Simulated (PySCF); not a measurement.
Ga(F)3 cation (F3Ga), SMILES [F][Ga]([F])[F] (connectivity only; charge and spin as stated), charge +1, multiplicity 2.

Coordinates come from a B3LYP-D3(BJ)/def2-SVP optimisation. The multiplicity is an assumed one; other spin states were not compared. The isomer is the one that the SMILES or the coordinates give; other isomers of the formula were not compared.

Level of theory: TDA-LC-ωPBE/def2-SVPD (PySCF).

Vertical excitations. Isolated molecule, no solvent.

Computed excitation energies, oscillator strengths and character:
```json
[
 {"state": "root 1", "energy (eV)": "1.37", "λ (nm)": "906", "f": "0.000", "main pairs": "β HOMO−3→LUMO 100 %"},
 {"state": "root 2", "energy (eV)": "2.18", "λ (nm)": "570", "f": "0.000", "main pairs": "β HOMO−5→LUMO 82 %, β HOMO→LUMO 18 %"},
 {"state": "root 3", "energy (eV)": "2.37", "λ (nm)": "524", "f": "0.000", "main pairs": "β HOMO−6→LUMO 93 %"},
 {"state": "root 4", "energy (eV)": "3.20", "λ (nm)": "387", "f": "0.050", "main pairs": "β HOMO−2→LUMO 65 %, β HOMO−7→LUMO 25 %"},
 {"state": "root 5", "energy (eV)": "4.82", "λ (nm)": "257", "f": "0.130", "main pairs": "β HOMO−7→LUMO 36 %, β HOMO−4→LUMO 34 %, β HOMO−2→LUMO 19 %"},
 {"state": "root 6", "energy (eV)": "4.99", "λ (nm)": "248", "f": "0.000", "main pairs": "β HOMO−1→LUMO 94 %"},
 {"state": "root 7", "energy (eV)": "5.01", "λ (nm)": "247", "f": "0.000", "main pairs": "β HOMO→LUMO 82 %, β HOMO−5→LUMO 18 %"},
 {"state": "root 8", "energy (eV)": "6.56", "λ (nm)": "189", "f": "0.000", "main pairs": "α HOMO→LUMO 54 %, β HOMO→LUMO+1 42 %"},
 {"state": "root 9", "energy (eV)": "6.63", "λ (nm)": "187", "f": "0.000", "main pairs": "α HOMO−1→LUMO 56 %, β HOMO−1→LUMO+1 41 %"},
 {"state": "root 10", "energy (eV)": "6.65", "λ (nm)": "186", "f": "0.001", "main pairs": "β HOMO−4→LUMO 59 %, β HOMO−7→LUMO 37 %"}
]
```
Unrestricted roots are not spin-pure.
